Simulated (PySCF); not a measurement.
Molfile (atoms numbered from 1):
```
C12H11N
     RDKit          3D

 24 25  0  0  0  0  0  0  0  0999 V2000
   -3.5967    1.0075    0.7177 C   0  0  0  0  0  0  0  0  0  0  0  0
   -2.6673    1.9985    0.3973 C   0  0  0  0  0  0  0  0  0  0  0  0
   -1.5661    1.6955   -0.3978 C   0  0  0  0  0  0  0  0  0  0  0  0
   -1.3751    0.3980   -0.8906 C   0  0  0  0  0  0  0  0  0  0  0  0
   -0.1631    0.0819   -1.7312 C   0  0  0  0  0  0  0  0  0  0  0  0
    1.1265    0.2294   -0.9608 C   0  0  0  0  0  0  0  0  0  0  0  0
    1.4076   -0.6050    0.1300 C   0  0  0  0  0  0  0  0  0  0  0  0
    2.5979   -0.4304    0.8238 C   0  0  0  0  0  0  0  0  0  0  0  0
    3.4717    0.5755    0.4126 C   0  0  0  0  0  0  0  0  0  0  0  0
    3.1001    1.3573   -0.6777 C   0  0  0  0  0  0  0  0  0  0  0  0
    1.9619    1.1930   -1.3493 N   0  0  0  0  0  0  0  0  0  0  0  0
   -2.3112   -0.5864   -0.5628 C   0  0  0  0  0  0  0  0  0  0  0  0
   -3.4160   -0.2862    0.2348 C   0  0  0  0  0  0  0  0  0  0  0  0
   -4.4614    1.2460    1.3416 H   0  0  0  0  0  0  0  0  0  0  0  0
   -2.8031    3.0163    0.7713 H   0  0  0  0  0  0  0  0  0  0  0  0
   -0.8347    2.4709   -0.6425 H   0  0  0  0  0  0  0  0  0  0  0  0
   -0.2461   -0.9434   -2.1249 H   0  0  0  0  0  0  0  0  0  0  0  0
   -0.1009    0.7647   -2.5907 H   0  0  0  0  0  0  0  0  0  0  0  0
    0.6893   -1.3724    0.4280 H   0  0  0  0  0  0  0  0  0  0  0  0
    2.8428   -1.0689    1.6764 H   0  0  0  0  0  0  0  0  0  0  0  0
    4.4185    0.7531    0.9263 H   0  0  0  0  0  0  0  0  0  0  0  0
    3.7570    2.1616   -1.0290 H   0  0  0  0  0  0  0  0  0  0  0  0
   -2.1761   -1.6029   -0.9434 H   0  0  0  0  0  0  0  0  0  0  0  0
   -4.1389   -1.0687    0.4783 H   0  0  0  0  0  0  0  0  0  0  0  0
  1  2  2  0
  2  3  1  0
  3  4  2  0
  4  5  1  0
  5  6  1  0
  6  7  2  0
  7  8  1  0
  8  9  2  0
  9 10  1  0
 10 11  2  0
  4 12  1  0
 12 13  2  0
 13  1  1  0
 11  6  1  0
  1 14  1  0
  2 15  1  0
  3 16  1  0
  5 17  1  0
  5 18  1  0
  7 19  1  0
  8 20  1  0
  9 21  1  0
 10 22  1  0
 12 23  1  0
 13 24  1  0
M  END
```

PySCF 2.14 calculation with σ from GIAO-KT2/pcSseg-1 and coordinates at the PBE0-D3(BJ)/def2-SVP level; gas phase, a single conformation, rapidly exchanging positions averaged, relativity neglected.

References, each an isolated molecule treated in the same way: 13C and 1H vs TMS; NH3 for 15N.

```json
{"atoms": "C4", "nucleus": "13C", "count": "1", "δ (ppm)": "?"}
{"atoms": "H17/H18", "nucleus": "1H", "count": "2", "δ (ppm)": "3.95"}
{"atoms": "C8", "nucleus": "13C", "count": "1", "δ (ppm)": "129.6"}
{"atoms": "H20", "nucleus": "1H", "count": "1", "δ (ppm)": "7.25"}
{"atoms": "C6", "nucleus": "13C", "count": "1", "δ (ppm)": "?"}
{"atoms": "H15/H24", "nucleus": "1H", "count": "2", "δ (ppm)": "?"}
{"atoms": "C3/C12", "nucleus": "13C", "count": "2", "δ (ppm)": "124.3"}
{"atoms": "H19", "nucleus": "1H", "count": "1", "δ (ppm)": "?"}
{"atoms": "H21", "nucleus": "1H", "count": "1", "δ (ppm)": "6.69"}
{"atoms": "C2/C13", "nucleus": "13C", "count": "2", "δ (ppm)": "123.5"}
{"atoms": "H16/H23", "nucleus": "1H", "count": "2", "δ (ppm)": "7.09"}
{"atoms": "C10", "nucleus": "13C", "count": "1", "δ (ppm)": "142.9"}
{"atoms": "C1", "nucleus": "13C", "count": "1", "δ (ppm)": "?"}
{"atoms": "C9", "nucleus": "13C", "count": "1", "δ (ppm)": "116.2"}
{"atoms": "N11", "nucleus": "15N", "count": "1", "δ (ppm)": "329.2"}
{"atoms": "H14", "nucleus": "1H", "count": "1", "δ (ppm)": "6.99"}
{"atoms": "C7", "nucleus": "13C", "count": "1", "δ (ppm)": "119.8"}
{"atoms": "H22", "nucleus": "1H", "count": "1", "δ (ppm)": "?"}
{"atoms": "C5", "nucleus": "13C", "count": "1", "δ (ppm)": "49.4"}
```

Estimate the values marked ?.

## Answers


- C6: 156.0 ppm, substituted aromatic carbon next to a ring nitrogen
- C4: 137.2 ppm, substituted aromatic carbon
- C1: 121.4 ppm, aromatic CH
- H22: 8.31 ppm, hydrogen on an aromatic CH next to a ring nitrogen; ring current plus the neighbouring ring nitrogen
- H15/H24: 7.08 ppm, hydrogen on an aromatic CH; it sits in the deshielding region of the aromatic ring current
- H19: 6.86 ppm, hydrogen on an aromatic CH; the ring current deshields protons in the ring plane

Shifts are as computed. Against solution values, carbons near 30 ppm lie about +2 ppm off and those near 130 ppm about -5 ppm (rms about the fit 1.2 ppm; single classes can miss by 10 ppm). Of 1328 compounds with measured shifts, 309 miss one by over three times the rms of a fit or turn the order of signals round; such compounds aren't used in these exercises. Signals without a measured value on file couldn't be tested in this way. Experimental scales use liquid or dissolved standards, which lie at an offset from isolated NH3 (liquid NH3: subtract about 20 ppm). Unscaled 15N shifts of sp2 nitrogen often come out too high even then, by a few to some tens of ppm.
